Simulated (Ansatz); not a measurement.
Start from `[OH][Ga]([OH])[O][SiH3]` and change one atom or group to get `[NH2][Ga]([OH])[OH]`.

Ansatz, PBE0-D4/def2-TZVP geometries, multiplicity 1. Each molecule was computed in one conformer, which needn't be the lowest.

Scalar relativity is left out up to krypton.

| property | `[OH][Ga]([OH])[O][SiH3]` |
| --- | --- |
| HOMO energy (B3LYP/def2-TZVPP) / eV | -8.46 |
| LUMO energy (PBE/def2-TZVPP) / eV | -2.09 |
| size of the dipole moment (ωB97M-V/def2-TZVPP) / D | 1.19 |
| LUMO energy (B3LYP/def2-TZVPP) / eV | -1.49 |
| LUMO energy (PBE0/def2-TZVPP) / eV | -1.13 |
| HOMO–LUMO gap (B3LYP/def2-TZVPP) / eV | 6.97 |

Task: What does the change do to each property? (Best estimate.)

Result: The calculation gave: 
```
                                          property  `[NH2][Ga]([OH])[OH]`  shift
               HOMO energy (B3LYP/def2-TZVPP) / eV                  -7.33   1.13
                 LUMO energy (PBE/def2-TZVPP) / eV                  -1.39   0.70
size of the dipole moment (ωB97M-V/def2-TZVPP) / D                   2.13   0.94
               LUMO energy (B3LYP/def2-TZVPP) / eV                  -0.85   0.64
                LUMO energy (PBE0/def2-TZVPP) / eV                  -0.47   0.66
             HOMO–LUMO gap (B3LYP/def2-TZVPP) / eV                   6.48  -0.49
```

With PBE0 the HOMO rises by 1.09 eV and the LUMO rises by 0.66 eV, so the gap narrows by about 0.43 eV. PBE moves the HOMO by 1.11 eV and ωB97M-V by 1.00 eV. Dipoles are sizes alone; their direction can turn.

B3LYP here is the variant with VWN-RPA as its local correlation; programs differ in this.
